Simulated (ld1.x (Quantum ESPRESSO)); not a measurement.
Ranking RRKJ potentials for titanium (Ti)

All share these settings but for the change named:

* Element: titanium (Ti)
* Generator: ld1.x (Quantum ESPRESSO) 7.5
* Type: norm-conserving RRKJ (Kleinman–Bylander form)
* Functional: PBEsol
* Relativity: scalar-relativistic
* Frozen core: [Ne] 3s2
* Valence charge: 10
* Reference configuration: 3p6 3d2 4s0 4p0 (charge +2)
* Partial waves: 3p (bound): rc 1.80 bohr; 3d (bound): rc 2.25 bohr; 4s (bound, empty): rc 2.05 bohr
* Local potential: the s channel
* Core correction: none
* rho0: 0.01

Test errors are all-electron minus pseudo excitation energies from the reference, over 3p6 3d2 4s2 4p0; 3p6 3d2 4s1 4p0; 3p6 3d1 4s0 4p0; 3p6 3d2 4s1.5 4p0; 3p6 3d1 4s2 4p1; 3p6 3d3 4s0 4p0; 3p6 3d0 4s0 4p0. None of these files shows a bound ghost.

The base gives 1265.9 meV.

Of 12 variants that were run, those that failed, showed a ghost or another fault, or gave nearly equal values are left out.

A variant can come out equal or close to the base, since the largest error may sit in a test that the change hardly touches while other tests move.

Rank these variants by their largest absolute test error, smallest first.
A. all radii scaled by about 0.91 (s 1.86, p 1.64, d 2.04 bohr)
B. wave 4s (bound): rc 2.05 bohr becomes 4s (bound): rc 2.72 bohr
C. wave 3d (bound): rc 2.25 bohr becomes 3d (bound): rc 3.16 bohr

A (635.2 meV), B (1271.7 meV), C (5376.9 meV).
